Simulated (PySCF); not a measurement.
# Radial density of Ca⁺ (calcium, charge +1)

BP86, [Ar] 4s1, 2S determinant. All numbers are calculated (PySCF 2.14, scalar relativity by spin-free X2C-1e, in cc-pVTZ-X2C (6s5p3d1f, 43 functions)).

```csv
r (bohr),4πr²ρ (e/bohr),4πr²(ρα − ρβ)
0.00107,0.09449,0.0000
0.00180,0.2478,0.0001
0.00303,0.6393,0.0003
0.00509,1.600,0.0008
0.00857,3.802,0.0019
0.0144,8.267,0.0040
0.0242,15.45,0.0070
0.0408,22.43,0.0084
0.0686,22.25,0.0032
0.115,17.07,-0.0012
0.194,22.03,0.0171
0.326,21.70,0.0145
0.549,7.270,0.0135
0.923,7.594,0.0626
1.55,4.206,0.0103
2.61,0.6419,0.3122
4.39,0.2191,0.2170
7.39,0.009038,0.0090
```

Densities and radii are taken from the X2C orbitals without a picture-change correction, which distorts them close to the nucleus.
